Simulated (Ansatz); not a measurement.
Task: Name a neutral molecule of Zn and H with LUMO energy (ωB97M-V/def2-TZVPP) between 0.50 and 0.80 eV and HOMO–LUMO gap (ωB97M-V/def2-TZVPP) between 10.80 and 11.10 eV (Ansatz, PBE0-D4/def2-TZVP geometry).

Result: `[ZnH2]` (0.69 eV, 10.91 eV). Other molecules can fit too; these were computed, each in one conformer that needn't be the lowest.
